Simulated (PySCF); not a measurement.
C₃H₄O₂Si, SMILES [SiH2](C#C)C(O)=O. Heavy atoms are numbered as in [CH:1]#[C:2][SiH2:3][C:4](=[O:5])[OH:6]. Hydrogens are named by the atom that carries them.

Geometry: PBE0-D3(BJ)/def2-SVP. This is a generated structure with no PubChem entry under its InChIKey; it may be hypothetical. Other conformers were not sampled.

The numbers are results of PBE/pcSseg-1 (PySCF), not measurements.

GIAO shieldings, no solvent; atoms alike by connectivity are averaged. δ = σ(ref) − σ: ¹³C against TMS (σ = 182.0 ppm); ²⁹Si against TMS (σ = 335.4 ppm); ¹⁷O against H2O (σ = 334.3 ppm); ¹H against TMS (σ = 31.49 ppm), references at their B3LYP-D3(BJ)/def2-TZVP geometries, non-relativistic.

```
nucleus       atoms  count  δ (ppm)
-------  ----------  -----  -------
¹³C              C4      1    177.8
¹³C         C1 (CH)      1    105.1
¹³C              C2      1     81.7
²⁹Si     Si3 (SiH2)      1    -93.0
¹⁷O              O5      1    502.5
¹⁷O         O6 (OH)      1    259.1
¹H          H on O6      1     6.57
¹H         H on Si3      2     4.81
¹H          H on C1      1     2.67
```
